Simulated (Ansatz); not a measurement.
Ansatz (a quantum-chemistry and plane-wave program) input (PBE0/def2-QZVPP):
A basis named .json is the Basis Set Exchange file of that set.

Ansatz 0.2 input:
```yaml
crystal:
  periodic: [false, false, false]
  atoms:
    - {symbol: C, position_ang: [2.13830162, -0.93295311, 0.05042670]}
    - {symbol: C, position_ang: [1.03132706, -0.44997384, 0.02432137]}
    - {symbol: B, position_ang: [-0.36510746, 0.15929845, -0.00861018]}
    - {symbol: C, position_ang: [-0.52862802, 1.71070460, 0.14060884]}
    - {symbol: C, position_ang: [-1.60703771, -0.77890154, -0.19097338]}
    - {symbol: H, position_ang: [3.11275966, -1.35811467, 0.07340695]}
    - {symbol: H, position_ang: [0.26305581, 2.19063245, 0.71700197]}
    - {symbol: H, position_ang: [-1.50355643, 2.00414263, 0.53556362]}
    - {symbol: H, position_ang: [-0.46906870, 2.13093712, -0.87401790]}
    - {symbol: H, position_ang: [-1.39801277, -1.69544430, -0.74376720]}
    - {symbol: H, position_ang: [-1.91467111, -1.09089794, 0.81780313]}
    - {symbol: H, position_ang: [-2.46874678, -0.27100424, -0.62924084]}
basis:
  gaussian:
    orbitals: def2-QZVPP.json
hamiltonian:
  xc: {name: PBE0}
```

End of the output:

```
integrals: 0.56 GiB planned
1323 factors; their error is unknown
0.73 GiB of the device are held for the grids
2.90 GiB of device memory are held for the factors and their scratch space
mean field: 4.28 GiB planned
mean field evaluation 1: about -4920.0730 eV, gradient 7.5e1 eV
mean field evaluation 2: about -4916.8464 eV, gradient 7.8e1 eV
mean field evaluation 4: about -4932.8334 eV, gradient 6.7e0 eV
mean field evaluation 8: about -4932.9341 eV, gradient 5.1e-2 eV
mean field evaluation 16: about -4932.9334 eV, gradient 3.7e-5 eV
mean field -4932.93335630 eV, -181.2819571818 hartree, gradient 3.7e-5 eV, S^2 0.000000; 0 other end points of the search recorded, 0 dependent functions left out
reference -4932.93339839 eV, -181.2819587286 hartree; 18, 18 occupied and 477, 477 virtual orbitals, 1323 factors
Total energy: -4932.93339839 eV, -181.2819587286 hartree
```
